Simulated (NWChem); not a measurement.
System: CH₂NO cation; SMILES N=C=[OH+]

Results from NWChem. Geometry: optimised at PBE0/def2-SVP. Level: PBE0/def2-SVP with COSMO at NWChem's default radii, gas-phase geometry; rows give the dielectric constant. Reactions with the solvent are ignored.

```tsv
dielectric constant	electrostatic solvation energy (kcal/mol)
2.0	[?]
3.9	-55.0
20.7	-70.4
37.5	-72.0
46.7	-72.4
```

Problem. Some entries are withheld; supply them.

Solution. 
- 2.0, electrostatic solvation energy (kcal/mol): -36.9
